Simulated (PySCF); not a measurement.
**Basis and Hamiltonian dependence of the excitation energy of P**

P [Ne] 3s2 3p3 (4S) → P [Ne] 3s1 3p3 3d1 (6D). All values are computed (PySCF 2.14, energy differences of UHF-based or UKS calculations, no spin-orbit coupling). Values in eV.

| basis | Hamiltonian | functions | UHF | r2SCAN | PBE0 | MP2 (valence) | CCSD(T) (valence) | CCSD(T) (valence and next inner shell) |
| --- | --- | --- | --- | --- | --- | --- | --- | --- |
| aug-cc-pVDZ-DK | spin-free X2C | 27 | 13.413 | 14.698 | 15.088 | 14.756 | 15.113 | n/a |
| aug-cc-pwCVDZ | non-relativistic | 36 | 13.081 | 14.352 | 14.745 | 14.458 | 14.821 | n/a |
| def2-TZVPPD | non-relativistic | 48 | 12.337 | 13.571 | 13.990 | 13.870 | 14.203 | 14.317 |
| aug-cc-pV(T+d)Z | non-relativistic | 55 | 12.378 | 13.640 | 14.053 | 13.875 | 14.184 | n/a |
| aug-cc-pwCVTZ | non-relativistic | 75 | 12.365 | 13.629 | 14.046 | 13.883 | 14.183 | 14.312 |
| aug-cc-pCVTZ-DK | spin-free X2C | 75 | 12.468 | 13.736 | 14.152 | 13.977 | 14.281 | n/a |
| aug-cc-pV(Q+d)Z | non-relativistic | 89 | 12.140 | 13.382 | 13.800 | 13.721 | 13.982 | n/a |
| aug-cc-pCVTZ-DK with one added diffuse shell each of s, p, d, f type | spin-free X2C | 91 | 11.998 | 13.247 | 13.663 | 13.518 | 13.822 | n/a |
| dyall-acv3z | non-relativistic | 113 | 12.328 | 13.583 | 14.002 | 13.856 | 14.151 | n/a |
| dyall-acv3z | spin-free X2C | 113 | 12.410 | 13.666 | 14.086 | 13.936 | 14.229 | n/a |
| aug-cc-pV(Q+d)Z with one added diffuse shell each of s, p, d, f, g type | non-relativistic | 114 | 11.881 | 13.124 | 13.540 | 13.491 | n/a | n/a |
| aug-cc-pwCVQZ | non-relativistic | 134 | 12.146 | 13.391 | 13.806 | 13.741 | n/a | n/a |
| aug-cc-pCVQZ-DK | spin-free X2C | 134 | 12.229 | 13.476 | 13.893 | 13.815 | n/a | n/a |
| aug-cc-pV(5+d)Z | non-relativistic | 136 | 12.095 | 13.315 | 13.747 | 13.722 | n/a | n/a |

Frozen in the all-electron rows: valence: [Ne]; valence and next inner shell: 1s2.

At UHF, aug-cc-pVDZ-DK, aug-cc-pwCVDZ, aug-cc-pCVTZ-DK with one added diffuse shell each of s, p, d, f type, aug-cc-pV(Q+d)Z with one added diffuse shell each of s, p, d, f, g type lie more than 0.3 eV from the median of the rows with comparable relativity.

The upper state lies above the first ionisation limit, but in LS coupling its spin forbids autoionisation to the ground ion.
